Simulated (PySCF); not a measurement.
Compound: C3H4F4O2Se.
Atom-mapped SMILES: `[O:1]=[Se@@:2]([CH2:3][F:4])[CH2:5][O:6][C:7]([F:8])([F:9])[F:10]` (hydrogens: H11, H12 on C3; H13, H14 on C5)

Geometry (PBE0-D3(BJ)/def2-SVP, Å), atoms numbered from 1 in this order:
```xyz
14
C3H4F4O2Se angstrom
O      1.2347   -1.6625   -1.8620
Se     0.9101   -1.1723   -0.3318
C      2.2943    0.2385   -0.1183
F      2.0004    1.1023    0.8859
C     -0.4975    0.2302   -0.5426
O     -1.7772   -0.2416   -0.2206
C     -2.1591   -0.1499    1.0650
F     -3.3821   -0.6183    1.1633
F     -2.1392    1.1085    1.5053
F     -1.3571   -0.8533    1.8720
H      3.2475   -0.2772    0.0745
H      2.3251    0.7449   -1.0976
H     -0.2189    1.1176    0.0459
H     -0.4808    0.4318   -1.6222
```

Computed with PySCF 2.14.0, density-fitted response routines, TDDFT PBE0/def2-SVPD, vertical, gas phase, core orbitals frozen in the response. The PBE0/def2-SVPD calculation is non-relativistic and has no spin–orbit coupling, an omission that weighs most on selenium.

Ground-to-excited transition dipoles (e·a0, same axes as the geometry; the sign carries no meaning), for the states with f of 0.002 or more among the lowest 7:

| state | E (hartree) | μx | μy | μz |
| --- | --- | --- | --- | --- |
| S1 | 0.1812 | -0.288 | -0.017 | -0.191 |
| S2 | 0.1962 | 0.493 | -0.061 | -0.076 |
| S3 | 0.2011 | -0.106 | 0.111 | 0.076 |
| S4 | 0.2243 | 0.134 | -0.223 | -0.295 |
| S5 | 0.2470 | -0.054 | 0.115 | 0.017 |
| S6 | 0.2520 | 0.030 | 0.563 | -0.203 |
| S7 | 0.2618 | 0.045 | -0.294 | 0.393 |

(1) Work out the oscillator strengths.

(2) What angle do the transition dipoles of S1 and S2 make?

(3) What peak molar absorption coefficient would the strongest computed level give as a lone Gaussian band 0.4 eV wide at half height?

## Answers

(1) f = (2/3) ΔE |μ|² with ΔE in hartree (27.2114 eV).

```csv
state,|μ|² (au),|μ| (D),f
S1,0.120,0.88,0.014
S2,0.253,1.28,0.033
S3,0.029,0.44,0.004
S4,0.155,1.00,0.023
S5,0.016,0.33,0.003
S6,0.358,1.52,0.060
S7,0.243,1.25,0.042
```

(2) |cos θ| = |μa·μb| / (|μa| |μb|) = 0.73, so θ ≈ 43° (taken between 0 and 90°, since the signs are arbitrary).

(3) ε(max) = 2.175×10⁸ f / FWHM, with the width in cm⁻¹. S6: 2.175×10⁸ × 0.0602 / 3226 ≈ 4100 L mol⁻¹ cm⁻¹.

The vertical ionisation energy (ΔSCF) is 9.38 eV, 2.26 eV above S7.

Time: 3.2 min of wall time; peak memory 1.3 GiB. Hardware: AMD EPYC 9R45, one thread, no GPU, on a shared host.

One conformer stands for the species.
